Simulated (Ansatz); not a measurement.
Mulliken charges of CH3NSTe, SMILES `N=C(S)[TeH]` from PBE/def2-TZVPP in Ansatz (PBE0-D4/def2-TZVP geometry).

| atom | x (Å) | y (Å) | z (Å) | charge (e) |
| --- | --- | --- | --- | --- |
| N1 | 1.251 | -1.233 | 0.281 | -0.246 |
| C2 | 0.368 | -0.362 | 0.074 | -0.018 |
| S3 | -0.058 | 0.909 | 1.228 | -0.109 |
| Te4 | -0.632 | -0.512 | -1.792 | 0.148 |
| H5 | 1.749 | -1.110 | 1.162 | 0.151 |
| H6 | -0.788 | 1.672 | 0.401 | 0.109 |
| H7 | -1.828 | 0.568 | -1.400 | -0.036 |

**Question.** By hand: the dipole of these point charges (1 e Å = 4.8032 D).

**Answer.** Σ q r = (-0.158, 0.129, -0.200) e Å, of length 0.286 e Å = 1.37 D.

**Question.** How does the dipole of the full density compare? (Best estimate.)

**Answer.** Ansatz gave: (-0.183, 0.301, 0.038) e Å, 1.70 D; the point charges give 0.81 times that, at 54° from its direction.

Point charges leave out the atoms' own dipoles, such as those of lone pairs, and Mulliken's split depends on the basis, so the two needn't agree.
